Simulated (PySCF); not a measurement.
Geometry (Å), atoms numbered from 1 in this order:
```xyz
12

C     2.170   -0.665   -0.429
O     0.776   -0.658   -0.290
Si   -0.103    0.675    0.194
Si   -2.346    0.015    0.187
H     2.513    0.050   -1.200
H     2.491   -1.673   -0.734
H     2.683   -0.416    0.519
H     0.326    1.123    1.561
H     0.129    1.828   -0.739
H    -2.757   -0.417   -1.184
H    -3.204    1.169    0.605
H    -2.560   -1.115    1.142
```

How the numbers were obtained: shieldings: GIAO PBE0/pcSseg-1, PBE0-D3(BJ)/def2-SVP structure, in PySCF 2.14.0 with density-fitted response routines (rapidly exchanging positions averaged, a single conformation, non-relativistic Hamiltonian, no solvent model).

δ = σ(ref) − σ, references computed at the same level: TMS for 13C, 1H, 29Si; H2O for 17O.

```json
{"atoms": "O2", "nucleus": "17O", "count": "1", "Hirshfeld charge": "-0.23", "δ (ppm)": "-10.1"}
{"atoms": "C1", "nucleus": "13C", "count": "1", "Hirshfeld charge": "-0.03", "δ (ppm)": "56.6"}
{"atoms": "H10/H11/H12", "nucleus": "1H", "count": "3", "Hirshfeld charge": "-0.07", "δ (ppm)": "3.46"}
{"atoms": "H8/H9", "nucleus": "1H", "count": "2", "Hirshfeld charge": "-0.09", "δ (ppm)": "5.11"}
{"atoms": "Si3", "nucleus": "29Si", "count": "1", "Hirshfeld charge": "0.31", "δ (ppm)": "?"}
{"atoms": "Si4", "nucleus": "29Si", "count": "1", "Hirshfeld charge": "0.22", "δ (ppm)": "?"}
{"atoms": "H5/H6/H7", "nucleus": "1H", "count": "3", "Hirshfeld charge": "0.04", "δ (ppm)": "3.57"}
```

Problem. Complete the table.

Solution. 
- Si3: -15.2 ppm, silicon bonded to O, Si, 2 H
- Si4: -107.8 ppm, silicon bonded to Si, 3 H

Shifts are as computed. Against solution values, carbons near 30 ppm lie about +2 ppm off and those near 130 ppm about +5 ppm. Of 1211 compounds with measured shifts, 218 miss one by over three times the rms of a fit or turn the order of signals round; such compounds aren't used in these exercises. Experimental scales use liquid or dissolved standards, which lie at an offset from isolated H2O (liquid H2O: subtract about 36 ppm).
